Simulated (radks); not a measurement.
Coulomb parameter of the 5d shell of the platinum ion Pt+ in the model configuration [Xe] 4f14 5d7.5 6s1.5, as a second difference U = [E(n + 0.5) + E(n - 0.5) - 2 E(n)] / (0.5)^2 with all orbitals relaxed. "Bare": the charge of the atom changes with n. "Screened": the 6s shell takes up the change at fixed total charge, which measures U(5d,5d) + U(6s,6s) - 2 U(5d,6s). Method: scalar-relativistic Kohn-Sham, PBE, spin-unpolarised, spherical densities, finite nucleus; Fermi nuclear charge, rms radius 5.427 fm; computed with a radial shooting solver on a logarithmic mesh with Libxc functionals.

case,configuration,E - E(n) (eV)
start,[Xe] 4f14 5d7.5 6s1.5,0.000
bare +0.5,[Xe] 4f14 5d8 6s1.5,-7.433
bare -0.5,[Xe] 4f14 5d7 6s1.5,10.283
screened +0.5,[Xe] 4f14 5d8 6s1,-1.421
screened -0.5,[Xe] 4f14 5d7 6s2,1.725

U(bare) = 11.402 eV, U(screened by 6s) = 1.217 eV, against the Slater integral F0(5d,5d) = 15.703 eV with frozen orbitals.
